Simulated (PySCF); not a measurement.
# Finite-field polarisability of Xe (xenon, neutral)

[Xe], closed-shell 1S. Calculation: PySCF 2.14, in aug-cc-pVDZ-PP with ECP28MDF; scalar relativity through the core potential. Frozen: 4s2 4p6 4d10. Energy changes in a uniform field (μhartree):

```csv
axis,F (au),HF,MP2,CCSD,CCSD(T)
x,0.0028,-98.279,-99.311,-99.947,-100.238
x,0.0056,-393.178,-397.315,-399.864,-401.026
```

Derive α along x at CCSD(T) from the two fields.

With ΔE = −αF²/2 − γF⁴/24, α = −(16 ΔE(F) − ΔE(2F))/(6F²) = 25.57 bohr³.

And the mean polarisability at each level?

HF 25.07, MP2 25.33, CCSD 25.50, CCSD(T) 25.57 bohr³. Reference: 27.32 ± 0.2 bohr³ (recommended; Schwerdtfeger and Nagle, table of static dipole polarizabilities (2023 update)).

CCSD(T) lies more than 5 % below the reference, which points to too few diffuse and polarisation functions.

A double-zeta set is small for polarisabilities.
